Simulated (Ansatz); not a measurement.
Compare A (`[SiH3]B1CN1`) with its isomer B (`[SiH3]N1BC1`).

Program: Ansatz. Geometries: PBE0-D4/def2-TZVP. ΔE: electronic, gas phase. CBS: MP2 limit from def2 TZ/QZ plus the TZ coupled-cluster correction, frozen cores. Functionals use def2-TZVPP. B3LYP here is the variant with VWN-RPA as its local correlation; programs differ in this.

A:

```xyz
10

Si    0.024    1.698   -0.666
B    -0.067   -0.138    0.088
C     0.484   -1.592    0.341
N    -0.768   -1.021    0.820
H     1.218    2.403   -0.123
H     0.166    1.628   -2.146
H    -1.183    2.509   -0.348
H     0.411   -2.363   -0.426
H     1.255   -1.781    1.086
H    -1.540   -1.343    1.374
```

B:

Z-matrix (Å, degrees):
```
Si
N 1 1.718
H 1 1.486 2 109.8
H 1 1.484 2 108.6 3 120.4
H 1 1.486 2 109.8 3 -119.1
B 2 1.359 1 160.1 3 -121.0
C 2 1.499 1 135.0 3 59.5
H 6 1.183 2 142.6 1 0.4
H 7 1.089 2 115.5 1 67.9
H 7 1.089 2 115.5 1 -68.3
```

(1) Which isomer does CCSD(T)/CBS put lower? Give the gap. (An estimate is asked.)

(2) Give E(B) − E(A) in kcal/mol with B2PLYP, LDA (SPW92), PBE0-D4, PBE-D4, B3LYP-D4, CCSD/def2-TZVPP, BLYP-D4. (An estimate is asked.)

(3) Does the order hold for the free energy at 298.15 K (harmonic terms from PBE0-D4)? (Estimate.)

Largest T1 diagnostic: 0.014.

Answers

(1) Computed: B, by 17.3 kcal/mol.

(2) Computed: B2PLYP -17.9, LDA (SPW92) -12.3, PBE0-D4 -14.4, PBE-D4 -13.1, B3LYP-D4 -17.4, CCSD/def2-TZVPP -17.4, BLYP-D4 -16.7. None reverses the order clearly.

(3) The calculation gave: Yes: G(B) − G(A) = -17.4 kcal/mol.

Leaving LDA and LC-ωPBE aside and taking each functional with its dispersion term where it has one, the values, not all of them listed here, spread over 6.1 kcal/mol, from BHLYP-D4 to PBE-D4. In def2-TZVPP, CCSD(T) changes the Hartree–Fock value by +4.7 kcal/mol (the triples alone add +0.5 kcal/mol) and MP2 by +2.8 kcal/mol.
